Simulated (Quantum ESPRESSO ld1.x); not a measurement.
Q: Coherent X-ray form factor from a spherical all-electron density. Calculated with ld1.x of Quantum ESPRESSO 7.5: scalar-relativistic Kohn-Sham, LDA (Slater exchange, Perdew-Zunger correlation), spin-polarised, spherical densities, point nucleus.

| sin(theta)/lambda (1/angstrom) | f0 (electrons) |
|---|---|
| 0.05 | 63.663 |
| 0.1 | 62.675 |
| 0.15 | 61.107 |
| 0.2 | 59.059 |
| 0.25 | 56.655 |
| 0.3 | 54.021 |
| 0.4 | 48.503 |
| 0.5 | 43.186 |
| 0.6 | 38.401 |
| 0.8 | 30.642 |
| 1 | 24.977 |
| 1.25 | 20.195 |
| 1.5 | 17.205 |
| 2 | 13.610 |

The species is in the configuration that NIST lists as its ground one. Which atom or ion scatters so?

A: The tantalum ion Ta9+, [Kr] 4d10 4f13 5s2 5p3. Extrapolating in s^2 from the first two rows gives f0(0) = 64.0, near the electron count 64; among species with that count, the fall with angle is slower the higher Z, and the table is that of Z = 73; from so few rows the species is fixed only to a neighbour or two.
